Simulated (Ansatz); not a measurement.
# Energy profile

The step: SiNH₄Cl ([NH2][SiH2][Cl]) + SiH₄ → Si₂H₅Cl ([SiH3][SiH2][Cl]) + NH₃; bonds formed: Si1–Si7, N2–H6; bonds broken: Si1–N2, H6–Si7 (atoms numbered as in the saddle structure below).

```xyz
12
angstrom
Si -1.2564 -0.2806 0.4033
N 0.2697 -0.7920 1.3257
H -2.2633 -0.8360 1.3534
H -1.4789 1.1735 0.3783
Cl -1.5907 -1.4150 -1.2627
H 0.8842 -0.1742 0.5998
Si 1.0066 0.9087 -1.2139
H 0.4863 -1.7784 1.2001
H 0.2945 -0.5632 2.3193
H -0.0618 1.4654 -2.1114
H 1.9080 0.1608 -2.1554
H 1.8017 2.1310 -0.8367
```

Electronic energies by CCSD(T) at an estimated basis limit (MP2 extrapolated from triple and quadruple zeta, plus CCSD(T) − MP2 in triple zeta), on PBE0-D4/def2-TZVP structures; Si2NH8Cl, singlet; no counterpoise correction. Ansatz 0.2.0; basis: def2-TZVPP and def2-QZVPP; cores frozen in the correlated methods. Extrapolation: Hartree–Fock as exp(−7.88 √X), correlation as X^−2.97.

**Question.** Give the profile in kcal/mol, counted from the separated reactants. (An estimate is asked for; the value comes from the calculation.)

**Answer.** Computed:
| point | kcal/mol |
| --- | --- |
| separated: SiNH4Cl (linked as [NH2][SiH2][Cl]; Si1, N2, H3, H4, Cl5, H8, H9; singlet) + SiH4 (H6, Si7, H10, H11, H12; singlet) | 0.00 |
| start structure | -1.98 |
| saddle | 57.45 |
| end structure | 9.30 |
| separated: Si2H5Cl (linked as [SiH3][SiH2][Cl]; Si1, H3, H4, Cl5, Si7, H10, H11, H12; singlet) + NH3 (N2, H6, H8, H9; singlet) | 15.36 |

No T1 diagnostic of these runs exceeds 0.012.

For scale, one of the runs: CCSD(T)/def2-TZVPP, 269 basis functions, launched by `ansatz run in.yaml --threads 4 --pin off --events-out ev --progress --plain --max-ram 9574MiB`. Time: 2.9 min of wall clock on 4 CPU threads of an Arm Neoverse V1; the host was shared. Peak host memory: 6.3 GiB.
